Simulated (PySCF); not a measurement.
C2H6GeO2, SMILES [Ge@@H]([CH3])([CH]=O)[OH].

The structure is a stationary point at PBE-D3(BJ)/def2-SVP. The structure was generated by enumeration; whether it is a known compound was not checked. The values are those of a single conformer.

Two levels are set side by side: TDA-PBE/def2-SVPD (PySCF) and TDA-CAM-B3LYP/def2-SVPD (PySCF). Vertical, same geometry. The lowest singlet is HOMO→LUMO 100 % with PBE and HOMO→LUMO 96 % with the other functional; states are paired by order. Differences are taken from unrounded values.

| quantity | TDA-CAM-B3LYP |
|---|---|
| lowest singlet excitation (eV) | 3.37 |
| lowest triplet excitation (TDA) (eV) | 2.67 |
| first bright state (f over 0.05) (eV) | 6.93 |
| its oscillator strength | 0.06 |

Q: What does TDA-PBE give, and how far is it from TDA-CAM-B3LYP? (Estimate from the structure and the level; the computed values follow.)

A: 
| quantity | TDA-PBE | TDA-PBE minus TDA-CAM-B3LYP |
|---|---|---|
| lowest singlet excitation (eV) | 3.23 | -0.14 |
| lowest triplet excitation (TDA) (eV) | 2.53 | -0.14 |
| first bright state (f over 0.05) (eV) | 6.50 | -0.44 |
| its oscillator strength | 0.11 | 0.05 |

Functionals without exact exchange tend to place singlet excitations lower, as here. Differences between two approximate levels are no errors against the true value.

Rough cost on one machine, each run with all the roots and properties that it gave: TDA-CAM-B3LYP against TDA-PBE about 4 times.
